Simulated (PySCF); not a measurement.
A GIAO shielding run with PySCF 2.14.0 with density-fitted response routines (density fitting, non-relativistic, gas phase) on `C=C(C)[C@@](C)([SiH3])C(=S)CF`, C7H13FSSi:

```
$ OMP_NUM_THREADS=1 python probes_run.py task.json out

{"job": {"kind": "nmr", "xc": "PBE0", "basis": "pcSseg-1"}, "charge": 0, "multiplicity": 1}
C     -1.859282    -0.866183    -0.595331
C     -1.103501    -0.109573     0.186768
C     -1.573669     0.345954     1.530353
C      0.238343     0.388072    -0.311607
C      0.000230     1.605927    -1.209832
Si     1.476628     0.961711     1.087791
C      0.991563    -0.667244    -1.006483
S      1.811556    -0.441216    -2.402481
C      1.086892    -2.036817    -0.398621
F      0.598988    -2.115216     0.880640
H     -2.835009    -1.200495    -0.285782
H     -1.540310    -1.182796    -1.574974
H     -2.601175     0.033217     1.699362
H     -0.949608    -0.081330     2.314500
H     -1.522510     1.430922     1.606778
H     -0.569224     2.363202    -0.676143
H      0.940695     2.040079    -1.541566
H     -0.561501     1.309589    -2.094947
H      0.917341     2.182454     1.665535
H      2.735873     1.264552     0.409368
H      1.658727    -0.080924     2.088234
H      0.520623    -2.757427    -1.000839
H      2.133579    -2.359473    -0.360642
```

Hardware: 1 thread of an Arm Neoverse V1, shared host. The job also computes population analyses, field gradients.

(1) How large is the calculation?

(2) How long does it take, and how much memory does it need?

Results:

(1) 94 electrons, 249 basis functions and 1334 auxiliary functions.

(2) 83 s of wall time, with 14 SCF cycles and 5 response iterations; peak memory 1.1 GiB. Times on a shared host scatter by some tens of per cent.
